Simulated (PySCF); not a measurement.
1-chlorocyclopenta-1,3-diene (C5H5Cl), SMILES ClC1=CC=CC1.

Coordinates come from a ωB97X-D3(BJ)/def2-SVP optimisation. The values are those of a single conformer.

Level of theory: TDDFT-LC-ωPBE/def2-SVPD run with PySCF.

Vertical excitations. Gas-phase values at a fixed geometry. State labels are in the subgroup Cs.

Computed excitation energies, oscillator strengths and character:
| state | symmetry | energy (eV) | λ (nm) | f | main pairs |
|---|---|---|---|---|---|
| S1 | A' | 5.11 | 243 | 0.136 | HOMO→LUMO 98 % |
| S2 | A" | 6.76 | 184 | 0.001 | HOMO→LUMO+1 53 %, HOMO→LUMO+2 13 %, HOMO→LUMO+9 12 %, HOMO→LUMO+12 8 % |
| S3 | A" | 7.10 | 175 | 0.008 | HOMO→LUMO+2 49 %, HOMO→LUMO+1 30 %, HOMO→LUMO+8 12 % |
| S4 | A" | 7.26 | 171 | 0.000 | HOMO−2→LUMO 87 % |
| S5 | A' | 7.31 | 170 | 0.011 | HOMO−1→LUMO 51 %, HOMO→LUMO+7 23 %, HOMO→LUMO+5 22 % |
| S6 | A" | 7.87 | 158 | 0.012 | HOMO→LUMO+4 57 %, HOMO→LUMO+3 14 % |
| T1 | A' | 2.93 | 423 | 0 | HOMO→LUMO 89 % |
| T2 | A' | 4.71 | 263 | 0 | HOMO−1→LUMO 45 %, HOMO→LUMO+7 26 %, HOMO→LUMO+5 19 % |
| T3 | A" | 6.26 | 198 | 0 | HOMO→LUMO+1 25 %, HOMO→LUMO+2 25 %, HOMO→LUMO+9 17 %, HOMO→LUMO+12 10 % |
| T4 | A" | 6.95 | 178 | 0 | HOMO→LUMO+1 54 %, HOMO→LUMO+2 29 %, HOMO→LUMO+8 9 % |
Triplets are in the Tamm–Dancoff approximation, which puts them higher than full response would, so one can lie above its singlet here.
